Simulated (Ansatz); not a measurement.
Program: Ansatz. Geometries: PBE0-D4/def2-TZVP. ΔE: electronic, gas phase. CBS: MP2 limit from def2 TZ/QZ plus the TZ coupled-cluster correction, frozen cores. Functionals use def2-TZVPP. def2 core potentials past Kr. For Ge, Sn outer-core shells are correlated without core-valence functions, which leaves a few kJ/mol of doubt a bond. Scalar relativity is left out up to krypton. Each species was taken in one conformer, which may not be the lowest.

Reaction (ligand exchange at the Si–O bond): `[SiH3][O][Sn][Cl]` + `S[CH2][GeH3]` → `[SiH3]S[CH2][GeH3]` + `[OH][Sn][Cl]`

`[SiH3][O][Sn][Cl]`:

Z-matrix (Å, degrees):
```
Si
O 1 1.642
H 1 1.487 2 111.1
H 1 1.487 2 108.3 3 119.4
H 1 1.487 2 111.0 3 -121.2
Sn 2 1.963 1 140.0 3 60.1
Cl 6 2.379 2 96.9 1 0.1
```

`S[CH2][GeH3]`:

Z-matrix (Å, degrees):
```
C
Ge 1 1.962
S 1 1.808 2 112.6
H 1 1.091 2 111.2 3 -125.2
H 1 1.092 2 108.8 3 116.5
H 2 1.541 1 110.6 3 176.5
H 2 1.539 1 108.3 3 56.9
H 2 1.535 1 109.4 3 -62.4
H 3 1.343 1 97.4 2 -52.6
```

`[SiH3]S[CH2][GeH3]`:

Z-matrix (Å, degrees):
```
Si
S 1 2.127
H 1 1.484 2 106.9
H 1 1.488 2 110.7 3 120.1
H 1 1.488 2 110.7 3 -120.1
C 2 1.816 1 99.0 3 180.0
Ge 6 1.967 2 109.8 1 179.7
H 6 1.092 2 110.4 1 -60.3
H 6 1.092 2 110.4 1 59.9
H 7 1.535 6 109.4 2 60.0
H 7 1.535 6 109.4 2 -60.4
H 7 1.538 6 108.6 2 179.8
```

`[OH][Sn][Cl]`:

Z-matrix (Å, degrees):
```
O
Sn 1 1.974
H 1 0.961 2 114.9
Cl 2 2.361 1 94.3 3 -180.0
```

```json
{"level": "PBE0-D4", "ΔE (kJ/mol)": "46.5", "difference from CCSD(T)/CBS": "-9.7"}
{"level": "CAM-B3LYP-D4", "ΔE (kJ/mol)": "64.3", "difference from CCSD(T)/CBS": "8.1"}
{"level": "BHLYP", "ΔE (kJ/mol)": "66.9", "difference from CCSD(T)/CBS": "10.7"}
{"level": "CAM-B3LYP", "ΔE (kJ/mol)": "63.9", "difference from CCSD(T)/CBS": "7.7"}
{"level": "LC-ωPBE", "ΔE (kJ/mol)": "52.5", "difference from CCSD(T)/CBS": "-3.7"}
{"level": "CCSD/def2-SVP", "ΔE (kJ/mol)": "70.1", "difference from CCSD(T)/CBS": "13.9"}
{"level": "CCSD/def2-TZVPP", "ΔE (kJ/mol)": "63.2", "difference from CCSD(T)/CBS": "7.0"}
{"level": "CCSD(T)/def2-TZVPP", "ΔE (kJ/mol)": "59.5", "difference from CCSD(T)/CBS": "3.3"}
{"level": "HF/CBS(def2)", "ΔE (kJ/mol)": "78.8", "difference from CCSD(T)/CBS": "22.6"}
{"level": "MP2/CBS(def2)", "ΔE (kJ/mol)": "54.3", "difference from CCSD(T)/CBS": "-1.9"}
{"level": "CCSD(T)/CBS", "ΔE (kJ/mol)": "56.2", "difference from CCSD(T)/CBS": "0"}
```

Largest T1 diagnostic among the species: 0.017.

In def2-TZVPP, CCSD(T) changes the Hartree–Fock value by −18.1 kJ/mol (the triples alone add −3.7 kJ/mol) and MP2 by −20.0 kJ/mol. From r2SCAN to r2SCAN0 (25 % exact exchange), in def2-TZVPP and without D4, ΔE moves by +3.1 kJ/mol.
